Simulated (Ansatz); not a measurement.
`[NH2][Zr]([NH2])([F])[Cl]`, 9 atoms. Total charge 0; spin multiplicity 1. Correlated methods include outer-core shells of Zr, which these sets cover unevenly. Zr takes the def2 core potential. All runs use 4 threads of an Arm Neoverse V2 on a shared host. Correlated methods freeze the cores.

(1) How many basis functions does each run have, and how long does it take in Ansatz? RHF-CCSD(T)/def2-TZVPP energy; RKS PBE0-D4/def2-QZVPP energy; direct RPA on PBE orbitals/def2-TZVPP energy; RHF-MP2/def2-QZVPP energy; RKS revPBE-D4/def2-TZVPP energy; RKS ωB97M-V/def2-QZVPP energy; RKS ωB97M-V/def2-SVP energy; RKS B97M-V/def2-TZVPP energy; RKS PBE0-D4/def2-TZVP relaxation (13 steps); RHF-CCSD(T)/def2-SVP energy; RKS HSE06 (plane-wave form)-D4/def2-TZVPP energy; RKS PBE0-D4/def2-TZVP frequencies. (Best estimate.)

Answers

(1) The calculation gave: Other jobs shared the machine, so times are rough.

```
                                    level                    job  functions  wall time  peak host memory (GiB)
                 RKS revPBE-D4/def2-TZVPP                 energy        247      2.1 s                    0.32
RKS HSE06 (plane-wave form)-D4/def2-TZVPP                 energy        247      3.1 s                    0.66
    direct RPA on PBE orbitals/def2-TZVPP                 energy        247        6 s                    0.63
                     RKS ωB97M-V/def2-SVP                 energy        111        6 s                    0.48
                   RKS PBE0-D4/def2-QZVPP                 energy        442      7.5 s                     1.5
                     RHF-CCSD(T)/def2-SVP                 energy        111        9 s                    0.65
                    RKS B97M-V/def2-TZVPP                 energy        247       11 s                    0.44
                       RHF-MP2/def2-QZVPP                 energy        442       15 s                     2.2
                   RKS ωB97M-V/def2-QZVPP                 energy        442       19 s                     1.9
                    RKS PBE0-D4/def2-TZVP  relaxation (13 steps)        194       41 s                     0.5
                    RKS PBE0-D4/def2-TZVP            frequencies        194      120 s                    0.49
                   RHF-CCSD(T)/def2-TZVPP                 energy        247      4 min                     5.8
```
